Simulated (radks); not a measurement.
The numbers below are computed, except where a source is named.
Task: Tb III, 63 electrons, occupied as [Xe] 4f8.75 6p0.25 (fractional occupations, a model configuration). Level of theory: Dirac Kohn-Sham, BLYP, spin-unpolarised, spherical densities, point nucleus; open shells fill j = l - 1/2 first (a radial shooting solver on a logarithmic mesh with Libxc functionals). Some entries of the table are withheld. Estimate them.

orbital,occ.,eigenvalue (eV),r(max) (bohr),<r^2> (bohr^2)
1s1/2,2,-51827.74,0.01364,(1)
2s1/2,2,-8600.062,0.07766,0.009827
2p1/2,2,-8173.280,0.05858,0.007123
2p3/2,4,-7426.385,0.06451,0.008353
3s1/2,2,-1919.532,0.2200,0.06538
3p1/2,2,-1734.048,0.2073,0.06080
3p3/2,4,-1579.889,0.2198,0.06782
3d3/2,4,-1260.438,0.1743,0.05394
3d5/2,6,-1226.803,0.1778,0.05590
4s1/2,2,-392.8225,0.5050,0.3311
4p1/2,2,-320.1850,0.5088,0.3478
4p3/2,4,-285.8218,0.5354,0.3867
4d3/2,4,-166.2572,0.5419,0.4429
4d5/2,6,-160.0503,0.5505,0.4584
5s1/2,2,-62.9087,(2),1.962
5p1/2,2,(3),1.288,2.503
5p3/2,4,(4),1.368,2.848
4f5/2,6,-19.2275,0.5517,1.018
4f7/2,2.75,-18.4270,0.5569,1.062
6p1/2,0.25,-11.3394,3.623,18.26
6p3/2,0,-10.7540,3.818,20.05

Result: 
(1) 1s1/2 <r^2> (bohr^2): 0.0006314
(2) 5s1/2 r(max) (bohr): 1.180
(3) 5p1/2 eigenvalue (eV): -43.2284
(4) 5p3/2 eigenvalue (eV): -38.7238
